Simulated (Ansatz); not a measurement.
The cluster Li₃F₃. Charge 0, multiplicity 1. Geometry relaxed at r2SCAN-D4/def2-TZVP.

```xyz
6

Li    1.263    0.200    1.037
Li   -0.309   -1.481   -0.643
Li   -0.953    1.282   -0.393
F     0.331    1.590    0.690
F     1.023   -1.376    0.422
F    -1.355   -0.215   -1.113
```

The structure comes from a short search, and lower isomers may exist.

Q: Estimate the harmonic wavenumbers at RKS r2SCAN-D4/def2-TZVP (Ansatz, unscaled). Is this a minimum?

A: 145, 146, 155, 156, 286, 299, 504, 529, 530, 744, 765, 766 cm⁻¹. Yes, no mode is imaginary beyond noise. Zero-point energy 30.1 kJ/mol. It took 30 s on 4 threads of Arm Neoverse V2 on a shared host.
